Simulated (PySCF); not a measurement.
## RhOF: one-bond stretch

These are results of UPBE0 in PySCF with Rh def2-TZVP with ECP28, O def2-TZVP, F def2-TZVP; scalar-relativistic core potentials, no spin–orbit coupling; density-fitted integrals, not measurements.

Rigid scan from the triplet minimum (Rh–F 1.859 Å, Rh–O 1.652 Å; F–Rh–O 144.6°). Coordinate: the bond from Rh to the last atom (F) scaled, the rest fixed. Energies in kJ/mol from the minimum.

```
scale of one bond  E (kJ/mol)  dipole size (D)  ⟨S²⟩
             0.92        32.0             1.37  2.01
             0.96         6.9             1.52  2.01
             1.00         0.0             1.82  2.01
             1.05         7.8             2.30  2.02
             1.12        36.2             3.03  2.03
             1.20        80.1             3.83  2.03
             1.35       168.4             5.01  2.06
             1.55       256.3                –  2.40
             1.80       310.4                –  2.62
             2.20       344.1                –  2.77
```

Spin contamination is strong at 1.55, 1.80, 2.20, so these points are less reliable.

Other spin states or occupations of the open shell can lie lower.

Other isomers or separated fragments may lie lower.
